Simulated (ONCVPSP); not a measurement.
# gold: ONCV pseudisation with PBE, scalar-relativistic reference atom.

ONCVPSP 4.0.1 input, shortened (lines: element, Z, core and valence counts, functional; n l f; lmax; l rc ep ncon nbas qcut; lloc lpopt rc5 dvloc0; l nproj debl; icmod fcfact rcfact), PBE, scalar-relativistic:

```
  Au 79.00    9    5        4      upf
    1    0    2.00
    2    0    2.00
    2    1    6.00
    3    0    2.00
    3    1    6.00
    3    2   10.00
    4    0    2.00
    4    1    6.00
    4    2   10.00
    4    3   14.00
    5    0    2.00
    5    1    6.00
    5    2   10.00
    6    0    1.00
    3
    0    1.20    0.00    4    8    8.00
    1    1.55    0.00    5    8    9.30
    2    1.35    0.00    3    7    7.80
    3    0.50    0.00    3    8   35.40
    4    2    0.40    4.00
    0    2    2.40
    1    2    3.60
    2    3    0.40
    3    1    0.90
    3    4.75    1.40
```

All-electron outer shells of the reference configuration (PBE, scalar-relativistic, ld1.x):

```tsv
shell	level (eV)	outermost node (bohr)	outermost maximum (bohr)
4d	-325.90	0.20	0.41
5s	-108.37	0.48	0.84
4f	-81.12	–	0.37
5p	-59.78	0.52	0.96
5d	-6.88	0.56	1.21
6s	-5.76	1.11	2.32
```

Question: Does the generator finish with these settings?

Answer: Yes, a potential is produced.

Question: Estimate the cutoffs (Ha) at which the residual kinetic energy of the hardest occupied pseudo-wave falls to 1 and 0.1 mHa per electron.

Answer: 500 Ha and 550 Ha.

Question: Does the potential have ghost states?

Answer: Ghosts flagged at negative energy: s at -1162.7 eV, p at -414.7 eV; GHOST(+) flagged for d at 135.8 eV. A true bound ghost makes a file unfit for plane-wave use.

Question: Which valence shell sets the plane-wave cutoff?

Answer: 4f: 500 Ha for 1 mHa per electron, against 34 Ha for 5p.

Question: Tests: 4f14 5s2 5p6 5d10 6s0; 4f14 5s2 5p6 5d9 6s0; 4f14 5s2 5p6 5d8 6s0; 4f14 5s1 5p6 5d10 6s1. Which has the largest error in its energy relative to the reference configuration, and how large is it?

Answer: 4f14 5s1 5p6 5d10 6s1, with -139 meV (all-electron minus pseudo) on +115.23 eV.
